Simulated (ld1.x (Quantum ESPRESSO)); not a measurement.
# copper: one change to a PAW potential, before and after

copper, PAW, made with ld1.x (Quantum ESPRESSO) 7.5 (PBE, non-relativistic). Core [Ne], reference 3s2 3p6 3d10 4s1 4p0. Waves: 3s (bound): rcut 1.00, rcutus 1.20 bohr; 4s (bound): rcut 1.00, rcutus 1.20 bohr; 3p (bound): rcut 1.05, rcutus 1.25 bohr; 4p (bound, empty): rcut 1.05, rcutus 1.25 bohr; 3d (bound): rcut 1.10, rcutus 1.50 bohr; 3d channel at 1.75 Ry: rcut 1.10, rcutus 1.50 bohr. Local part: all-electron potential smoothed inside 1.15 bohr (lloc = -1). Core correction: Bessel-smoothed model core, default radius (core density twice the valence density). Augmentation charge: PSQ, inside the norm-conserving radii.

All-electron outer shells of the reference configuration (PBE, non-relativistic, ld1.x):

```csv
shell,level (eV),outermost node (bohr),outermost maximum (bohr)
2p,-911.62,–,0.16
3s,-110.95,0.29,0.62
3p,-71.10,0.26,0.63
3d,-5.21,–,0.60
4s,-4.44,0.90,2.33
4p,-0.71,0.98,3.70
```

Change: local potential all-electron potential smoothed inside 1.45 bohr (lloc = -1).

Cutoffs: the cutoffs (Ry, on a coarse ladder) from which the occupation-weighted sum of valence levels, in a spherical-Bessel basis at the reference potential, stays within 10 and 1 mRy of its value at 400 Ry; they do not see the model core or the augmentation charge, which bear on the density cutoff. Errors are all-electron minus pseudo energies relative to the spin-unpolarised reference configuration.

**Question.** How do hardness, ghosts and transferability respond?

**Answer.** The potential gets neither clearly harder nor softer (70 Ry and 120 Ry → 70 Ry and 120 Ry); the number of tests that count goes from 6 to 2; the range in which the p phases agree widens (upper end 2.7 → at the end of the scan); neither file shows a bound ghost at the reference potential, the only one tested.

| quantity | base | changed |
| --- | --- | --- |
| cutoff, loose | 70 Ry | 70 Ry |
| cutoff, tight | 120 Ry | 120 Ry |
| bound ghosts | none | none |
| tests counted (converged, no solver errors) | 6 of 7 | 2 of 7 |
| error for 3s2 3p6 3d9 4s1 4p1, meV [ΔE 7.05 eV] | +0.4 | -0.5 |
| error for 3s2 3p6 3d9 4s1 4p0, meV [ΔE 11.81 eV] | +1.0 | +0.1 |
| s: phases at 1.65 bohr within 0.05 rad from the reference energy up to (Ry; the scan ends near 5) | to the end of the scan | to the end of the scan |
| p: phases at 1.65 bohr within 0.05 rad from the reference energy up to (Ry; the scan ends near 5) | 2.7 | to the end of the scan |
| d: phases at 1.65 bohr within 0.05 rad from the reference energy up to (Ry; the scan ends near 5) | 4.8 | to the end of the scan |
| lowest overlap eigenvalue by channel | s 0.03, p 0.11, d 0.26 | s 0.14, p 0.12, d 0.25 |

Base: Tests not counted: 3s2 3p6 3d7 4s0 4p0 (solver errors, printed error -3155 eV). Changed file: Tests not counted: 3s2 3p6 3d10 4s0 4p0 (solver errors, printed error -4578 eV); 3s2 3p6 3d9 4s0 4p0 (solver errors, printed error -4250 eV); 3s2 3p6 3d8 4s0 4p0 (solver errors, printed error -3999 eV); 3s1 3p6 3d10 4s1 4p0 (pseudo-atom not self-consistent, printed error -19.5 eV); 3s2 3p6 3d7 4s0 4p0 (solver errors, printed error -3409 eV).
